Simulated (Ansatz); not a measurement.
Input for Ansatz (a program for electronic structure): R-RI-MP2/aug-cc-pV(Q+d)Z on H4OSi (SMILES O[SiH3]). Files ending in .json are basis or fitting sets from the Basis Set Exchange.

Ansatz 0.2 input:
```yaml
crystal:
  periodic: [false, false, false]
  atoms:
    - {symbol: O, position_ang: [0.99840425, 0.22456363, 3.79927971]}
    - {symbol: Si, position_ang: [-0.56626325, 0.08903396, 4.31042632]}
    - {symbol: H, position_ang: [1.16267412, 0.19516466, 2.85327870]}
    - {symbol: H, position_ang: [-1.41558770, 1.18098877, 3.77246986]}
    - {symbol: H, position_ang: [-0.52067645, 0.16916130, 5.78369455]}
    - {symbol: H, position_ang: [-1.16955970, -1.20187235, 3.89447379]}
basis:
  gaussian:
    orbitals: aug-cc-pV_Q+d_Z.json
    fitting: {mean_field: def2-universal-JKFIT, correlation: aug-cc-pVQZ-RIFIT.json}
magnetization: {spin_polarized: false}
correlation: {method: mp2, electrons: outside_noble_gas}
scf: {lower_state_search: off}
```

Output:

```
Functional definition: HF
[...]
these checks for a lower state are left out or cut short: stability, starts, cluster_reference, orbital_swaps, neighbouring_geometries, increment
integrals: 0.38 GiB planned
277 factors; integrals over basis functions are off by at most 6.1e0 eV
mean field: 0.59 GiB planned
mean field evaluation 1: about -9962.9607 eV, gradient 3.6e1 eV
mean field evaluation 2: about -9964.5038 eV, gradient 2.4e1 eV
mean field evaluation 4: about -9965.4228 eV, gradient 3.5e-1 eV
mean field -9965.42337042 eV, -366.2225540563 hartree, gradient 1.0e-6 eV, S^2 0.000000; 0 other end points of the search recorded, 0 dependent functions left out
6 core orbitals not correlated
682 factors; their error is unknown
reference -9965.42337042 eV, -366.2225540563 hartree; 7, 7 occupied and 340, 340 virtual orbitals, 682 factors
second order -11.16344843 eV of doubles, -0.00000000 eV of singles
Total energy: -9976.58681885 eV, -366.6328032193 hartree
Checks for a lower state left out: stability, starts, cluster_reference, orbital_swaps, neighbouring_geometries, increment
```

The calculation finished and met its thresholds.

Cost: very roughly 5 core-seconds.
